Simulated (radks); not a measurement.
The numbers below are computed, except where a source is named.
Problem. The samarium ion Sm19+, 43 electrons, occupied as [Kr] 4d7. Level of theory: Dirac Kohn-Sham, LB94 model potential, spin-unpolarised, spherical densities, finite nucleus; open shells fill j = l - 1/2 first; Fermi nuclear charge, rms radius 5.0819 fm (a radial shooting solver on a logarithmic mesh with Libxc functionals). Some entries of the table are withheld. Estimate them.

orbital  occ.  eigenvalue (eV)  r(max) (bohr)
1s1/2       2        -47315.14        0.01448
2s1/2       2        -8165.995        0.08223
2p1/2       2        -7774.605        0.06224
2p3/2       4        -7166.128        0.06791
3s1/2       2        -2185.715         0.2337
3p1/2       2              (1)         0.2206
3p3/2       4              (2)         0.2326
3d3/2       4              (3)         0.1851
3d5/2       6              (4)         0.1885
4s1/2       2        -796.1322         0.5279
4p1/2       2              (5)         0.5306
4p3/2       4              (6)         0.5539
4d3/2       4        -586.9522         0.5534
4d5/2       3        -580.7978         0.5604

Solution. 
(1) 3p1/2 eigenvalue (eV): -2015.620
(2) 3p3/2 eigenvalue (eV): -1892.036
(3) 3d3/2 eigenvalue (eV): -1595.946
(4) 3d5/2 eigenvalue (eV): -1568.947
(5) 4p1/2 eigenvalue (eV): -729.3445
(6) 4p3/2 eigenvalue (eV): -698.4508
